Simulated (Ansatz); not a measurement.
A nudged elastic band was laid between two geometries of BClH$_{5}$NSi (9 atoms, charge 0, multiplicity 1).

These are results of RKS PBE0/def2-SVP in Ansatz 0.2.0, not measurements.

- movable images: 5
- climbing image: yes
- spring: 5.0 eV/Å²
- optimiser: quadratic models (default)
- start path: through a guess of the saddle point
- force threshold: 0.05 eV/Å
- iteration limit: 60
- end points: relaxed

Initial state:

```xyz
9
Properties=species:S:1:pos:R:3
B -0.115 1.581 0.038
N -0.038 0.293 0.597
Si -0.023 -1.213 -0.288
Cl 1.857 -2.078 -0.233
H -0.193 1.697 -1.164
H -0.106 2.548 0.764
H 0.036 0.232 1.609
H -0.948 -2.182 0.356
H -0.382 -0.923 -1.696
```

Final state:

```xyz
9
Properties=species:S:1:pos:R:3
B -0.469 1.413 0.536
N 0.432 0.515 -0.064
Si 0.106 -1.153 -0.464
Cl 1.061 -2.435 0.853
H -1.587 1.034 0.799
H -0.116 2.545 0.772
H 1.367 0.862 -0.263
H -1.357 -1.371 -0.372
H 0.651 -1.456 -1.814
```

(1) What changes between the two ends?

(2) What energy profile does the band end with?

(3) What is the geometry of the highest image?

(4) What are the harmonic wavenumbers there?

Results:

(1) No bond is made or broken. The dihedral B1–N2–Si3–H8 goes from -135 to 14°. The two ends are copies of one structure, up to a mirror image or an exchange of like atoms.

(2) It converged. The highest image is number 3 of 0 to 6, 0.055 eV above the ends, which have the same energy within 2 meV. A vibrational analysis at the climbing image gives one clearly imaginary mode, 72i cm⁻¹: a first-order saddle point.

```tsv
image	path coordinate (Å)	energy (eV)	dihedral B1–N2–Si3–H8 (°)
0	0.00	0.000	-135
1	0.78	0.015	-108
2	1.56	0.043	-83
3	2.34	0.055	-60
4	3.09	0.040	-37
5	3.85	0.012	-12
6	4.61	0.000	14
```

(3) 
```xyz
9
Properties=species:S:1:pos:R:3
B -0.395 1.524 0.193
N 0.390 0.381 0.396
Si 0.037 -1.165 -0.349
Cl 1.473 -2.492 0.325
H -1.373 1.439 -0.519
H -0.093 2.571 0.717
H 1.212 0.449 0.990
H -1.301 -1.666 0.060
H 0.139 -1.088 -1.830
```

(4) 72i, 148, 272, 292, 555, 632, 700, 747, 797, 876, 967, 977, 1006, 1156, 1240, 1405, 2270, 2274, 2561, 2658, 3628 cm⁻¹.

Time of the run: 94 s on 1 thread of AMD EPYC 9R45 96-Core Processor (Zen 5) (shared host), peak memory 0.21 GiB.
